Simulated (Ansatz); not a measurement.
Conformers of CH₇FOSSi₂ (`CO[SiH2]S[SiH2]F`), each relaxed with PBE0-D4/def2-TZVP in Ansatz. CBS adds the triple-zeta coupled-cluster correction to the MP2 limit.

Not all of them had a frequency check.

Conformer A:

```xyz
13

C    -2.021   -0.091    0.469
O    -1.466    1.198    0.296
Si    0.029    1.485   -0.282
S     1.569    0.669    0.976
Si    1.970   -1.106   -0.097
F     0.710   -2.094   -0.060
H    -3.064    0.031    0.763
H    -1.980   -0.672   -0.458
H    -1.491   -0.644    1.249
H     0.208    0.884   -1.631
H     0.190    2.952   -0.285
H     3.098   -1.775    0.586
H     2.248   -0.838   -1.524
```

Conformer B:

```xyz
13

C    -0.141   -0.788    1.679
O     0.090    0.518    1.194
Si   -0.866    1.363    0.178
S     0.003    1.545   -1.778
Si    1.024   -0.304   -1.846
F     0.021   -1.520   -1.557
H    -0.164   -0.764    2.771
H    -1.088   -1.198    1.313
H     0.669   -1.446    1.356
H    -2.183    0.684    0.076
H    -1.009    2.753    0.664
H     1.552   -0.445   -3.220
H     2.092   -0.400   -0.830
```

**Question.** Which is lowest in electronic energy at CCSD(T)/CBS (frozen core, def2 sets), and by how much? (Estimate.)

**Answer.** Computed: A; B lies 8.3 kJ/mol higher.

**Question.** Give the energies relative to A (kJ/mol) with r2SCAN-D4/def2-TZVPP, B2PLYP/def2-TZVPP, PBE0/def2-TZVPP, HF/def2-TZVPP, CCSD(T)/def2-TZVPP, MP2/def2-QZVPP, CCSD/CBS(def2). (Estimate.)

**Answer.** Computed: 
| level | B |
| --- | --- |
| r2SCAN-D4/def2-TZVPP | 8.6 |
| B2PLYP/def2-TZVPP | 8.6 |
| PBE0/def2-TZVPP | 9.4 |
| HF/def2-TZVPP | 7.3 |
| CCSD(T)/def2-TZVPP | 7.9 |
| MP2/def2-QZVPP | 8.4 |
| CCSD/CBS(def2) | 8.0 |
